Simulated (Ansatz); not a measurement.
A run for Ansatz (an electronic-structure program): U-B2PLYP/def2-TZVPP on FHSi (SMILES F[SiH]), 2S+1 = 3, a spin state set in the input, which need not be the lowest, at the other state's geometry.

Ansatz 0.2 input:
```yaml
crystal:
  periodic: [false, false, false]
  atoms:
    - {symbol: F, position_ang: [0.84410367, -0.57544554, 0.00000000]}
    - {symbol: Si, position_ang: [-0.43484578, 0.41864886, 0.00000000]}
    - {symbol: H, position_ang: [-1.50909220, -0.68207419, 0.00000000]}
basis:
  gaussian:
    orbitals: def2-TZVPP
hamiltonian:
  xc: {name: B2PLYP}
magnetization: {spin_polarized: true, initial_magnetization: 2}
correlation: {electrons: outside_noble_gas}
```

It printed:

```
WARN ansatz: RAYON_NUM_THREADS=2 ignored (pool sized by the plan → 2); use --threads N
Functional definition: B2PLYP
integrals: 0.04 GiB planned
528 factors; integrals over basis functions are off by at most 1.3e-3 eV
mean field: 0.26 GiB planned
mean field evaluation 1: about -10601.0188 eV, gradient 2.1e1 eV
mean field evaluation 2: about -10601.0879 eV, gradient 2.1e1 eV
mean field evaluation 4: about -10602.6006 eV, gradient 1.7e0 eV
mean field evaluation 8: about -10602.6478 eV, gradient 2.6e-1 eV
mean field evaluation 16: about -10602.6494 eV, gradient 1.3e-3 eV
mean field -10602.64942057 eV, -389.6401794720 hartree, gradient 8.6e-6 eV, S^2 2.006355; 0 other end points of the search recorded, 0 dependent functions left out
6 core orbitals not correlated
reference -10602.64953595 eV, -389.6401837123 hartree; 7, 5 occupied and 74, 76 virtual orbitals, 528 factors
second order -10.88362767 eV of doubles, -0.00000000 eV of singles
Total energy: -10605.58811542 eV, -389.7481745160 hartree
```

Self-consistency was reached.

Cost: roughly 1.9 core-seconds.
